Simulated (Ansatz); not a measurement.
GaH$_{2}$O$_{2}$ (`[OH][Ga][OH]`) radical at its PBE0-D4/def2-TZVP geometry, where that method's forces vanish. Charge 0, multiplicity 2.

```csv
atom,x (Å),y (Å),z (Å)
O1,-0.100,0.898,0.966
Ga2,0.214,0.422,-0.746
O3,0.071,-1.335,-1.081
H4,-0.022,1.838,1.145
H5,-0.163,-1.823,-0.284
```

(1) For each bond, give half the difference of the two atoms' forces along it (eV/Å; positive pushes the atoms apart) under PBE-D4, r2SCAN-D4, B3LYP-D4, ωB97M-V in def2-TZVPP. (Estimate.)

Results:

(1) Computed: 
```csv
bond,length (Å),PBE-D4,r2SCAN-D4,B3LYP-D4,ωB97M-V
O1–Ga2,1.804,0.31,0.03,0.25,0.04
O1–H4,0.960,0.38,0.06,-0.03,-0.06
Ga2–O3,1.795,0.36,0.03,0.23,0.06
O3–H5,0.963,0.41,0.04,-0.01,-0.07
```

B3LYP here is the variant with VWN-RPA as its local correlation; programs differ in this.
